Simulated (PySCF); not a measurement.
**How methods differ on the ionisation energy of Hg³⁸⁺**

Hg³⁸⁺ [Kr] 4d6 [4d3/2^4 4d5/2^2, M_J = 4] → Hg³⁹⁺ [Kr] 4d5 [4d3/2^4 4d5/2^1, M_J = 5/2], as a difference of total energies. All numbers are calculated (PySCF 2.14, the two-component X2C-1e Hamiltonian, in an uncontracted even-tempered set (16 s from 4.3 bohr⁻², ratio 2.8; 14 p from 5.6 bohr⁻², ratio 2.8; 9 d from 5.6 bohr⁻², ratio 2.8; 3 f from 23 bohr⁻², ratio 3)). Correlated levels: [Ar] 3d10 frozen; the 90 highest virtual spinors dropped. "Screened" scales the spin-orbit matrix elements by Boettger's factors to mimic the two-electron term; Breit and QED terms are absent.

```
                    method  ionisation energy (eV)
           GHF (spin-free)                  1783.0
          GMP2 (spin-free)                  1783.4
 GHF (screened spin-orbit)                  1780.4
GMP2 (screened spin-orbit)                  1780.2
```

Breit and QED terms and the two-electron picture change are absent.

The spin-free rows relax to the high-spin LS determinant and lack the spin-orbit shift.

The labels give the starting determinants; with spin-orbit coupling the two ends relaxed to ⟨J²⟩ = 20.01, ⟨L²⟩ = 12.58, ⟨S²⟩ = 3.07 and ⟨J²⟩ = 8.75, ⟨L²⟩ = 6.08, ⟨S²⟩ = 2.99.

For comparison: 1780 ± 4 eV (theoretical estimate listed by NIST; NIST Atomic Spectra Database, ionization energies).
